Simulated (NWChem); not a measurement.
Which level was it?

The species is SiBrF3 (5 atoms), meant as a singlet with charge 0. SMILES: `F[Si](F)(F)Br`. The shape is that of a PBE0-D4/def2-TZVP optimisation.

```xyz
5

F    -0.0290    0.0356    1.5966
Si    0.0671   -0.0863    0.0368
F    -0.4160   -1.5189   -0.3769
F     1.5708    0.0665   -0.3784
Br   -1.1430    1.4294   -0.9196
```

A calculation with NWChem 7.3.0 gave:

| Property | Result |
| --- | --- |
| total energy | -3163.1320 Eh |
| dipole moment | 0.50 D |
| HOMO energy | -9.16 eV |
| LUMO energy | -0.25 eV |
| HOMO–LUMO gap | 8.91 eV |
| largest force | 0.778 eV/Å |

Task: Which of these levels gave the numbers?
A. TPSS/def2-SVP
B. PBE0/6-31G* (spherical functions)
C. HF/STO-3G
D. B3LYP/6-31G* (Cartesian functions)

Result: D. The others give -3162.3787 Eh (PBE0/6-31G* (spherical functions)), -3124.5021 Eh (HF/STO-3G), -3162.7085 Eh (TPSS/def2-SVP).
